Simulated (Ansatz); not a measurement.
The cluster Al5F3⁺, relaxed as a doublet with UKS PBE-D4/def2-SVP in Ansatz, starting from the GFN1-xTB geometry. Force threshold 0.02 eV/Å.

Another isomer (doublet) lies 0.06 eV lower at PBE0-D4/def2-TZVP; other spin states weren't run for this one.

Start:

```xyz
8

Al   -2.422   -0.245   -0.034
Al   -1.416    2.125    0.307
Al    0.529   -2.556    0.480
Al    0.356    0.629   -1.494
Al    2.349    0.862    0.204
F     0.428    1.613    0.433
F    -1.141   -1.576    0.248
F     1.317   -0.853   -0.143
```

| step | energy (eV) | largest force component (eV/Å) | SCF passes |
| --- | --- | --- | --- |
| 1 | -41090.7745 | 1.072 | 28 |
| 2 | -41091.0774 | 0.402 | 31 |
| 3 | -41091.1286 | 0.310 | 28 |
| 4 | -41091.1965 | 0.229 | 30 |
| 5 | -41091.2137 | 0.251 | 28 |
| 6 | -41091.2399 | 0.145 | 24 |
| 7 | -41091.2851 | 0.188 | 31 |
| 8 | -41091.3183 | 0.195 | 32 |
| 9 | -41091.3443 | 0.192 | 30 |
| 10 | -41091.3560 | 0.271 | 30 |
| 11 (rejected) | -41091.3346 | 0.625 | 31 |
| 14 | -41091.3920 | 0.037 | 31 |
| 17 | -41091.4114 | 0.116 | 29 |
| 20 | -41091.4254 | 0.130 | 28 |
| 23 | -41091.4318 | 0.024 | 24 |
| 26 | -41091.4380 | 0.216 | 26 |
| 29 | -41091.4471 | 0.149 | 25 |
| 32 | -41091.4822 | 0.316 | 25 |
| 35 | -41091.5639 | 0.422 | 29 |
| 38 | -41091.7652 | 0.345 | 26 |
| 41 | -41091.8155 | 0.114 | 28 |
| 44 | -41091.8727 | 0.187 | 27 |
| 47 (rejected) | -41091.8242 | 0.432 | 30 |
| 50 | -41091.8943 | 0.012 | 27 |

Force components are those of the run's own axes.

End:

```xyz
8

Al   -1.5249    0.3066   -0.4640
Al   -0.2739    1.6638    1.6119
Al   -0.5786   -3.2544   -0.3547
Al    1.4112   -0.2535    0.3272
Al    1.0931    2.1085   -1.1530
F     0.5106    2.9168    0.4592
F    -1.5789   -1.5097   -0.4851
F     0.9414   -1.9781    0.0585
```

Bonds lost: Al5–F8 (atoms count from 1).

No frequencies were taken in this run, so the end may be a saddle point.

Hardware: 4 threads of Intel Xeon 6975P-C on a shared host. Wall time 67 s.
